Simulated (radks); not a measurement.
Results of a calculation; reference values are marked as such.
Q: Radial electron density D(r) = 4 pi r^2 rho(r) of an atom or ion with 49 electrons. Level of theory: scalar-relativistic Kohn-Sham, BLYP, spin-polarised, spherical densities, finite nucleus; Fermi nuclear charge, rms radius of each element as measured or else 0.836 A^(1/3) + 0.57 fm (a radial shooting solver on a logarithmic mesh with Libxc functionals).

| r (bohr) | D(r) (e/bohr) | spin D(r) |
|---|---|---|
| 0.002016 | 5.591 | -0.0000202 |
| 0.002309 | 6.984 | -0.0000246 |
| 0.002667 | 8.796 | -0.0000300 |
| 0.00308 | 11.02 | -0.0000359 |
| 0.003557 | 13.71 | -0.0000418 |
| 0.004108 | 16.92 | -0.0000469 |
| 0.004745 | 20.72 | -0.0000495 |
| 0.00548 | 25.11 | -0.0000467 |
| 0.006328 | 30.08 | -0.0000337 |
| 0.007308 | 35.57 | -0.00000302 |
| 0.00844 | 41.42 | 0.0000575 |
| 0.00967 | 47.07 | 0.000159 |
| 0.01117 | 52.88 | 0.000338 |
| 0.0129 | 58.11 | 0.000629 |
| 0.0149 | 62.30 | 0.00109 |
| 0.0172 | 65.02 | 0.00178 |
| 0.01987 | 65.98 | 0.00279 |
| 0.02294 | 65.15 | 0.00423 |
| 0.0265 | 62.88 | 0.00617 |
| 0.0306 | 59.99 | 0.00866 |
| 0.03534 | 57.68 | 0.0117 |
| 0.04081 | 57.28 | 0.0149 |
| 0.04676 | 59.55 | 0.0179 |
| 0.054 | 64.97 | 0.0202 |
| 0.06237 | 72.49 | 0.0207 |
| 0.07203 | 79.88 | 0.0185 |
| 0.08318 | 84.35 | 0.0134 |
| 0.09607 | 83.72 | 0.00606 |
| 0.1109 | 77.79 | -0.00102 |
| 0.1281 | 68.95 | -0.00420 |
| 0.148 | 61.45 | -0.0000410 |
| 0.1709 | 59.03 | 0.0122 |
| 0.1958 | 62.08 | 0.0275 |
| 0.2261 | 67.72 | 0.0394 |
| 0.2611 | 70.12 | 0.0384 |
| 0.3016 | 64.84 | 0.0232 |
| 0.3483 | 52.13 | 0.00455 |
| 0.4022 | 37.04 | 0.000896 |
| 0.4645 | 25.85 | 0.0241 |
| 0.5365 | 21.69 | 0.0655 |
| 0.6196 | 22.89 | 0.0960 |
| 0.7155 | 24.96 | 0.0867 |
| 0.8264 | 24.31 | 0.0384 |
| 0.9467 | 20.67 | -0.00837 |
| 1.093 | 15.25 | -0.00873 |
| 1.263 | 10.18 | 0.0722 |
| 1.458 | 6.521 | 0.222 |
| 1.684 | 4.271 | 0.389 |
| 1.945 | 2.927 | 0.509 |
| 2.246 | 2.019 | 0.534 |
| 2.594 | 1.311 | 0.462 |
| 2.996 | 0.7589 | 0.330 |
| 3.46 | 0.3767 | 0.194 |
| 3.964 | 0.1644 | 0.0972 |
| 4.578 | 0.05573 | 0.0375 |
| 5.287 | 0.01489 | 0.0112 |
| 6.106 | 0.003051 | 0.00252 |
| 7.052 | 0.0004634 | 0.000412 |

What is the nuclear charge?

A: Z = 51. The innermost maximum, from 1s, lies near gamma/Z bohr with gamma = sqrt(1 - (Z/c)^2) = 0.928, here 0.0182 bohr (found: 0.0199), and its height grows with Z. The density is that of the antimony ion Sb2+ in [Kr] 4d10 5s2 5p1; the configuration itself is not fixed sharply by these data, and Z only to a few units. D(r) has 4 maxima, at r = 0.0199, 0.0880, 0.257, 0.751 bohr, and minima at 0.0389, 0.168, 0.550 bohr, inside which lie 1.99, 11.18, 29.00 electrons.
